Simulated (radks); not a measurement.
These are the eigenvalues of the occupied orbitals of an atom or ion with whole-number occupations (eV). Method: Dirac Kohn-Sham, LDA (Slater exchange, Perdew-Wang correlation), spin-unpolarised, spherical densities, finite nucleus; Fermi nuclear charge, rms radius of each element as measured or else 0.836 A^(1/3) + 0.57 fm; computed with a radial shooting solver on a logarithmic mesh with Libxc functionals.

| orbital | eigenvalue |
|---|---|
| 1s1/2 | -80545.06 |
| 2s1/2 | -14202.59 |
| 2p1/2 | -13628.37 |
| 2p3/2 | -11794.87 |
| 3s1/2 | -3351.547 |
| 3p1/2 | -3091.630 |
| 3p3/2 | -2687.136 |
| 3d3/2 | -2252.166 |
| 3d5/2 | -2165.146 |
| 4s1/2 | -726.6986 |
| 4p1/2 | -615.6690 |
| 4p3/2 | -518.4162 |
| 4d3/2 | -335.9179 |
| 4d5/2 | -317.8023 |
| 5s1/2 | -108.4348 |
| 4f5/2 | -83.4875 |
| 4f7/2 | -79.6719 |
| 5p1/2 | -72.2494 |
| 5p3/2 | -55.5761 |
| 5d3/2 | -8.0861 |
| 5d5/2 | -6.5480 |
| 6s1/2 | -6.0932 |

Which element is it, and in what charge state? The configuration may be excited. Open shells, if any, fill j = l - 1/2 first.

Answer. Z = 79, gold, charge 0: Au in [Xe] 4f14 5d10 6s1. The list shows which subshells hold electrons but not how many an open one holds; the 1s level, -2960 hartree, gives Z - s = 76.9 by -(Z - s)^2/2, which with screening and relativity narrows Z to a few neighbours, and the depths of the outer levels then fix element, charge and occupations together.
